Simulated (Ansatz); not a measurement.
Species: C4H4O2, SMILES `Oc1ccoc1` (H–O–C–C torsion 180°) (charge 0, multiplicity 1), formula C₄H₄O₂.

Task: How many basis functions does frozen-core CCSD(T)/cc-pVTZ // PBE0-D3(BJ)/def2-TZVP run with Ansatz (a program for electronic structure) use, how many core orbitals are frozen, and how many electrons are correlated?

Result: 236 basis functions and 6 frozen orbitals, which leaves 32 correlated electrons. Core time is of the order of minutes.
